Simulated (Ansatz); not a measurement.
C3H9BFN, singlet, at a GFN2-xTB geometry, atoms displaced at random by about 0.08 Å a coordinate; HF/STO-3G, gradient in Ansatz (a first-principles code).

Here is a job for Ansatz.
Ansatz 0.2 input:
```yaml
crystal:
  periodic: [false, false, false]
  atoms:
    - {symbol: B, position_ang: [0.00542417, -1.42580874, -0.04714367]}
    - {symbol: F, position_ang: [1.06311118, -1.67111647, -0.10566335]}
    - {symbol: H, position_ang: [-0.92448716, -2.42179910, -0.21398016]}
    - {symbol: N, position_ang: [-0.49397129, -0.13174084, 0.17126122]}
    - {symbol: C, position_ang: [-1.82387940, 0.30718627, 0.20033919]}
    - {symbol: C, position_ang: [0.52731954, 0.96197620, 0.44506477]}
    - {symbol: C, position_ang: [0.62821973, 1.74871401, -0.95356416]}
    - {symbol: H, position_ang: [-2.04713909, 0.86597131, -0.61992967]}
    - {symbol: H, position_ang: [-2.10280382, 0.78067203, 1.28107801]}
    - {symbol: H, position_ang: [-2.62170437, -0.57927913, 0.17475952]}
    - {symbol: H, position_ang: [0.10707723, 1.62484411, 1.37196012]}
    - {symbol: H, position_ang: [1.39636572, 0.31267262, 0.76195205]}
    - {symbol: H, position_ang: [-0.07501350, 2.27035718, -0.99457464]}
    - {symbol: H, position_ang: [1.40601254, 2.54121623, -0.47038645]}
    - {symbol: H, position_ang: [0.94191590, 1.21469671, -1.61848080]}
basis:
  gaussian:
    orbitals: STO-3G
hamiltonian:
  xc: hf
output: {forces: true}
```

It wrote (shortened):

```
Functional definition: HF
553 factors; integrals over basis functions are off by at most 5.9e-5 eV
mean field evaluation 1: about -7982.6764 eV, gradient 2.2e1 eV
mean field evaluation 2: about -7983.0181 eV, gradient 2.2e1 eV
mean field evaluation 4: about -7984.7618 eV, gradient 1.5e0 eV
mean field evaluation 8: about -7984.7705 eV, gradient 3.3e-2 eV
mean field -7984.77054939 eV, -293.4349054180 hartree, gradient 8.1e-5 eV, S^2 0.000000; 0 other end points of the search recorded, 0 dependent functions left out
the calculation of the forces begins
reference -7984.77054939 eV, -293.4349054180 hartree; 24, 24 occupied and 15, 15 virtual orbitals, 553 factors
Total energy: -7984.77054939 eV, -293.4349054180 hartree
Atom 0 at     0.005424    -1.425809    -0.047144 Å, force   -27.776951     1.490497     0.493981 eV/Å
Atom 1 at     1.063111    -1.671116    -0.105663 Å, force    24.498431    -5.602805    -1.201333 eV/Å
Atom 2 at    -0.924487    -2.421799    -0.213980 Å, force     2.933760     3.342638     0.535954 eV/Å
Atom 3 at    -0.493971    -0.131741     0.171261 Å, force     3.338946     0.145720     1.294918 eV/Å
Atom 4 at    -1.823879     0.307186     0.200339 Å, force    -5.827228    -4.029873     6.825501 eV/Å
Atom 5 at     0.527320     0.961976     0.445065 Å, force    -3.444245    -1.751012     0.529979 eV/Å
Atom 6 at     0.628220     1.748714    -0.953564 Å, force    13.524440     1.780813    18.189853 eV/Å
Atom 7 at    -2.047139     0.865971    -0.619930 Å, force    -1.167735     3.233210    -2.680485 eV/Å
Atom 8 at    -2.102804     0.780672     1.281078 Å, force     1.028035    -0.586099    -4.046351 eV/Å
Atom 9 at    -2.621704    -0.579279     0.174760 Å, force     2.919325     2.221373    -0.236852 eV/Å
Atom 10 at     0.107077     1.624844     1.371960 Å, force     1.896970    -1.913586    -3.419849 eV/Å
Atom 11 at     1.396366     0.312673     0.761952 Å, force    -0.272596     2.278264    -0.646868 eV/Å
Atom 12 at    -0.075013     2.270357    -0.994575 Å, force   -14.164516     8.874100    -2.288764 eV/Å
Atom 13 at     1.406013     2.541216    -0.470386 Å, force    -1.655811    -2.457734    -3.577066 eV/Å
Atom 14 at     0.941916     1.214697    -1.618481 Å, force     4.169175    -7.025506    -9.772617 eV/Å
Dipole moment:     0.119255     0.280040     0.073998 e Å
```
